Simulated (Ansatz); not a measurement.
A structure relaxed at PBE-D4/def2-SVP in Ansatz, charge 0, singlet:

```
atom   x (Å)   y (Å)   z (Å)
 Be1   0.854  -0.404   1.353
  O2  -0.679  -0.435   1.713
 Be3  -1.427   0.483   0.675
  O4  -0.880   1.664  -0.213
 Be5   0.675   1.462  -0.359
  O6   1.685   0.666   0.551
 Be7   1.427  -0.483  -0.674
  O8   0.880  -1.664   0.213
 Be9  -0.675  -1.462   0.359
 O10  -1.685  -0.666  -0.551
Be11  -0.854   0.404  -1.353
 O12   0.679   0.435  -1.713
```

Problem. Give its formula, name or SMILES and point group.

Solution. (BeO)6 prism (Be6O6). Point group D3d (tolerance 0.1 Å).

Problem. Summarise the bond lengths by kind (pairs closer than 1.2 times the sum of covalent radii, bridged metal pairs left out).

Solution. 18 × Be–O 1.58 to 1.70 Å.
